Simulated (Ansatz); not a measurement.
C3H4O, SMILES `OC1=CC1` (H–O–C–C torsion 180°) (charge 0, multiplicity 1).

Computed with BLYP/cc-pVTZ // B3LYP-D3(BJ)/def2-TZVP (Ansatz, a program for electronic structure).

Ansatz 0.2 input:
```yaml
crystal:
  periodic: [false, false, false]
  atoms:
    - { symbol: O, position_ang: [1.783266, 0.241214, 0.436226] }
    - { symbol: C, position_ang: [0.480371, 0.267251, 0.141052] }
    - { symbol: C, position_ang: [-0.596064, 0.956302, 0.011731] }
    - { symbol: C, position_ang: [-0.68032, -0.553904, -0.266732] }
    - { symbol: H, position_ang: [2.103988, -0.664873, 0.354515] }
    - { symbol: H, position_ang: [-1.15693, 1.869629, 0.03951] }
    - { symbol: H, position_ang: [-0.765471, -0.907352, -1.296183] }
    - { symbol: H, position_ang: [-1.16884, -1.208268, 0.457902] }
basis:
  gaussian: { orbitals: cc-pVTZ }
hamiltonian:
  xc: blyp
```

Output:

```
Functional definition: BLYP
899 factors; their error is unknown
mean field evaluation 1: about -5209.4505 eV, gradient 7.2e1 eV
mean field evaluation 2: about -5191.5650 eV, gradient 1.1e2 eV
mean field evaluation 4: about -5220.0812 eV, gradient 1.5e1 eV
mean field evaluation 8: about -5220.6009 eV, gradient 2.2e-1 eV
mean field evaluation 16: about -5220.5798 eV, gradient 1.4e-4 eV
mean field -5220.57978603 eV, -191.8527685006 hartree, gradient 2.8e-5 eV, S^2 0.000000; 0 other end points of the search recorded, 0 dependent functions left out
reference -5220.58009766 eV, -191.8527799528 hartree; 15, 15 occupied and 161, 161 virtual orbitals, 899 factors
Total energy: -5220.58009766 eV, -191.8527799528 hartree
```
